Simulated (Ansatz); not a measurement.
Ansatz (an electronic-structure program) input (CCSD(T)/def2-SVPD):

Ansatz 0.2 input:
```yaml
crystal:
  periodic: [false, false, false]
  atoms:
    - {symbol: Sb, position_ang: [0.14925089, -0.58985287, 0.71379254]}
    - {symbol: Br, position_ang: [1.76580542, 0.89714789, -0.52576696]}
    - {symbol: Br, position_ang: [-1.98328528, -0.03764800, -0.51433074]}
basis:
  gaussian:
    orbitals: def2-SVPD
magnetization: {spin_polarized: true, initial_magnetization: 1}
correlation: {method: ccsd_t, electrons: outside_noble_gas}
output: {forces: true}
```

End of the output:

```
integrals: 0.33 GiB planned
1201 factors; integrals over basis functions are off by at most 2.8e-4 eV
mean field: 1.14 GiB planned
mean field evaluation 1: about -146492.5397 eV, gradient 1.2e1 eV
mean field evaluation 2: about -146492.5827 eV, gradient 1.2e1 eV
mean field evaluation 4: about -146493.7771 eV, gradient 1.4e0 eV
mean field evaluation 8: about -146493.8184 eV, gradient 9.0e-2 eV
mean field evaluation 16: about -146492.5388 eV, gradient 1.2e1 eV
mean field evaluation 32: about -146490.8290 eV, gradient 2.1e-1 eV
mean field evaluation 64: about -146490.8015 eV, gradient 1.3e0 eV
mean field evaluation 96: about -146490.0720 eV, gradient 7.6e-1 eV
mean field -146493.81869261 eV, -5383.5485398768 hartree, gradient 1.7e-6 eV, S^2 0.765379; 2 other end points of the search recorded, 0 dependent functions left out
determinant -146493.81869261 eV, -5383.5485398768 hartree, with singles and doubles -146503.40673937 eV, -5383.9008940961 hartree
determinant -146490.83132633 eV, -5383.4387561907 hartree, with singles and doubles -146500.70253609 eV, -5383.8015164587 hartree
determinant -146490.83091755 eV, -5383.4387411684 hartree, with singles and doubles -146500.76205303 eV, -5383.8037036658 hartree
37 core orbitals not correlated
reference -146493.81869261 eV, -5383.5485398768 hartree; 10, 9 occupied and 67, 68 virtual orbitals, 1201 factors
densities: 0.87 GiB planned
second order -8.78579065 eV of doubles, -0.00000000 eV of singles
coupled cluster: 0.57 GiB planned
cycle   1  -9.57877585 eV  change   -2.4e-1 eV  update   2.3e-2
cycle   2  -9.59463891 eV  change   -1.6e-2 eV  update   5.9e-3
cycle   3  -9.59661834 eV  change   -2.0e-3 eV  update   2.5e-3
cycle   4  -9.59723118 eV  change   -6.1e-4 eV  update   6.9e-4
cycle   5  -9.59726996 eV  change   -3.9e-5 eV  update   3.1e-4
cycle   6  -9.59740783 eV  change   -1.4e-4 eV  update   1.4e-4
cycle   7  -9.59742538 eV  change   -1.8e-5 eV  update   5.3e-5
cycle   8  -9.59742368 eV  change    1.7e-6 eV  update   1.7e-5
cycle   9  -9.59742361 eV  change    7.4e-8 eV  update   6.6e-6
cycle  10  -9.59742379 eV  change   -1.8e-7 eV  update   2.7e-6
cycle  11  -9.59742430 eV  change   -5.1e-7 eV  update   1.0e-6
perturbative correction -0.33437406 eV, -0.0122880202 hartree
the calculation of the forces begins
Total energy: -146503.75049098 eV, -5383.9135267348 hartree
Atom 0 at     0.149251    -0.589853     0.713793 Å, force     0.092459    -0.365406     0.442185 eV/Å
Atom 1 at     1.765805     0.897148    -0.525767 Å, force     0.263831     0.260014    -0.222038 eV/Å
Atom 2 at    -1.983285    -0.037648    -0.514331 Å, force    -0.356290     0.105393    -0.220147 eV/Å
Dipole moment:     0.077630    -0.306802     0.371267 e Å
```

It need not be the lowest isomer of its formula.
